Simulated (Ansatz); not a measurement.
Isolated molecules relaxed with PBE0-D4/def2-TZVP in Ansatz; ΔE leaves out vibrations. CCSD(T)/CBS adds triple-zeta CCSD(T) − MP2 to the extrapolated MP2 energy (def2 sets, frozen cores). This one scheme is used for every species. Functionals use def2-TZVPP. One conformer a species, not always the lowest.

`C=C([SiH3])[SiH2]O` + `N[SiH2]N` → `N[SiH2]N[SiH2]O` + `C=C[SiH3]`  (ligand exchange at the Si–C bond)

```csv
level,ΔE (kJ/mol)
r2SCAN-D4,-65.2
HF/def2-TZVPP,-78.0
MP2/def2-TZVPP,-67.7
CCSD(T)/def2-TZVPP,-68.7
```

Task: What does CCSD(T)/CBS give? (Best estimate.)

Result: Computed: -68.1 kJ/mol. The listed levels differ from it by 2.9, -9.9, 0.4, -0.6 kJ/mol.

Largest T1 diagnostic among the species: 0.012.

The D4 term adds +3.1 kJ/mol with B3LYP and +1.6 kJ/mol with PBE0; it sums over pairs of atoms, weighted by their polarisabilities, and B3LYP, whose exchange is more repulsive, gets the larger term. In def2-TZVPP, CCSD(T) changes the Hartree–Fock value by +9.4 kJ/mol (the triples alone add +1.8 kJ/mol) and MP2 by +10.4 kJ/mol.

B3LYP here is the variant with VWN-RPA as its local correlation; programs differ in this.
